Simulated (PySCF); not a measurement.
From results back to the method.

Compound: C2H3BF2O.
SMILES with atom numbers: `[O:1]=[CH:2][CH2:3][B:4]([F:5])[F:6]` (hydrogens: H7 on C2; H8, H9 on C3)

Cartesian coordinates in Å at the PBE0-D3(BJ)/def2-SVP level; atoms count from 1:
```
atom  x, y, z in Å
O1    -1.5357    1.5280   -0.7368
C2    -1.0629    0.4290   -0.6461
C3    -0.2546   -0.0476    0.5297
B4     1.2437   -0.3108    0.1468
F5     2.2435    0.0689    0.9144
F6     1.5490   -0.9498   -0.9672
H7    -1.1882   -0.3230   -1.4676
H8    -0.3474    0.6586    1.3656
H9    -0.6462   -1.0354    0.8396
```

The closed-shell ground state was solved 7 times with PySCF (density fitting, gas phase), always in the pcSseg-2 basis (258 functions), with these functionals: B3LYP, BHandHLYP, BLYP, HF, LC-wPBE, mPW1PW91 and wB97X-D.

```csv
row,total energy (Eh),HOMO (eV),LUMO (eV),dipole (D)
P,-377.9600,-7.89,-1.11,2.42
Q,-378.0673,-7.62,-1.39,2.42
R,-377.9970,-6.18,-2.14,2.31
S,-377.9420,-9.74,0.82,2.46
T,-377.8315,-10.61,1.38,2.49
U,-377.8878,-9.44,0.10,2.56
V,-376.1838,-11.92,2.38,2.74
```

**Question.** Which functional belongs to which row?

**Answer.** P = mPW1PW91, Q = B3LYP, R = BLYP, S = wB97X-D, T = LC-wPBE, U = BHandHLYP, V = HF. By rising HOMO–LUMO gap: BLYP (GGA) 4.04 eV; B3LYP (global hybrid, 20 % exact exchange) 6.23 eV; mPW1PW91 (global hybrid, 25 % exact exchange) 6.78 eV; BHandHLYP (global hybrid, 50 % exact exchange) 9.54 eV; wB97X-D (range-separated hybrid) 10.56 eV; LC-wPBE (range-separated hybrid) 11.99 eV; HF (all exact exchange) 14.30 eV. Total energies of different functionals aren't bounds to one another; each is stationary for its own functional.

One conformer stands for the species.

wB97X-D is run here without its empirical dispersion term; that term would change no orbital, density or response property at a fixed geometry.
